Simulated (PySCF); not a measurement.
# Shapes and spin states of HRuO

All numbers come from PBE0/[Ru def2-TZVP with ECP28, O def2-TZVP, H def2-TZVP], scalar-relativistic core potentials, density fitting, no spin–orbit coupling, PySCF.

Relaxations began from a few typed shapes and spin states; open shells are unrestricted. The search is not exhaustive: other isomers or separated fragments can lie lower, and high-lying points may rest on an excited occupation.

```
                                spin  group                       bonds         angles  imaginary modes (cm⁻¹)  ΔE (kJ/mol)  ΔE with ZPE (kJ/mol)
                             quartet     Cs  Ru–H 1.590 Å, Ru–O 1.672 Å  H–Ru–O 104.0°                    none          0.0                   0.0
                             quartet     Cs  Ru–H 1.640 Å, Ru–O 1.672 Å  H–Ru–O 115.5°                    none         39.5                  38.2
broken-symmetry Ms = 1/2 (⟨S²⟩ 1.54)     Cs  Ru–H 1.589 Å, Ru–O 1.644 Å  H–Ru–O 105.6°                    none         44.4                  44.1
                              sextet     Cs  Ru–H 1.695 Å, Ru–O 1.768 Å  H–Ru–O 141.0°                    none        136.2                 132.3
                              sextet    C∞v  Ru–H 1.729 Å, Ru–O 1.786 Å  H–Ru–O 180.0°              306i, 306i        147.2                     –
                 quartet (⟨S²⟩ 4.01)    C∞v  Ru–H 1.745 Å, Ru–O 1.745 Å  H–Ru–O 180.0°             1000i, 382i        167.7                     –
```

The lowest minimum found is the quartet Cs: Ru–H 1.590 Å, Ru–O 1.672 Å; H–Ru–O 104.0°.

For the lowest minimum: other spin states or occupations of the open shell can lie lower.

The electron or spin density has lower symmetry than the nuclear frame for the broken-symmetry Ms = 1/2 (⟨S²⟩ 1.54) Cs at 44.4 kJ/mol, quartet (⟨S²⟩ 4.01) C∞v at 167.7 kJ/mol.
